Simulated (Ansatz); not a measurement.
`Cl[SiH](Cl)[GeH3]` + `C=C[Se][GeH3]` → `C=C[SiH](Cl)Cl` + `[GeH3][Se][GeH3]` at 400 K and 1 bar (redistribution).

Program: Ansatz. Geometries: PBE0-D4/def2-TZVP. ΔE: electronic, gas phase. CCSD(T)/CBS adds triple-zeta CCSD(T) − MP2 to the extrapolated MP2 energy (def2 sets, frozen cores). For Ge, Se outer-core shells are correlated without core-valence functions, which leaves a few kJ/mol of doubt a bond. Scalar relativity is left out up to krypton. Each species was taken in one conformer, which may not be the lowest.

```json
{"species": "`Cl[SiH](Cl)[GeH3]`", "CCSD(T)/CBS energy (Eh)": "-3287.25008", "H − E (kJ/mol)": "127.0", "S (J/(mol·K))": "402.0"}
{"species": "`C=C[Se][GeH3]`", "CCSD(T)/CBS energy (Eh)": "-4556.51530", "H − E (kJ/mol)": "206.4", "S (J/(mol·K))": "395.2"}
{"species": "`C=C[SiH](Cl)Cl`", "CCSD(T)/CBS energy (Eh)": "-1287.23514", "H − E (kJ/mol)": "175.9", "S (J/(mol·K))": "383.7"}
{"species": "`[GeH3][Se][GeH3]`", "CCSD(T)/CBS energy (Eh)": "-6556.56757", "H − E (kJ/mol)": "159.0", "S (J/(mol·K))": "406.0"}
```

H − E and S are ideal-gas, rigid-rotor, harmonic terms from PBE0-D4/def2-TZVP, for one conformer and one mirror image of each species. 1 Eh = 2625.50 kJ/mol, R = 8.31446 J/(mol·K).

Question: By hand: ΔE, ΔH, ΔS and ΔG.

Answer: ΔE = (-1287.23514) + (-6556.56757) − (-3287.25008) − (-4556.51530) = -0.03733 Eh = -98.0 kJ/mol. Δ(H − E) = 175.9 + 159.0 − 127.0 − 206.4 = 1.5, so ΔH = -96.5 kJ/mol. ΔS = 383.7 + 406.0 − 402.0 − 395.2 = -7.5 J/(mol·K). ΔG = -96.5 − 400 × (-7.5)/1000 = -93.5 kJ/mol.

Question: By hand: the equilibrium constant, and the temperature at which ΔG would vanish if ΔH and ΔS stayed fixed.

Answer: log₁₀ K = −ΔG/(RT ln 10) = 12.2. ΔG = 0 at ΔH/ΔS = 12867 K, far beyond where these terms or the molecules hold.

The number of gas molecules stays the same, so ΔS is small and ΔH decides. A doubt of 5 kJ/mol in ΔE shifts log₁₀ K by 0.7 here. Other conformers and mirror images would add mixing entropy, several J/(mol·K) or more a flexible species. Modes under 60 cm⁻¹, often nearly free rotors, make the harmonic entropy too high. These are equilibria of isolated gas molecules and say nothing of rates. Largest T1 diagnostic: 0.011 (customary marks: 0.02 for closed shells, 0.045 for open ones).
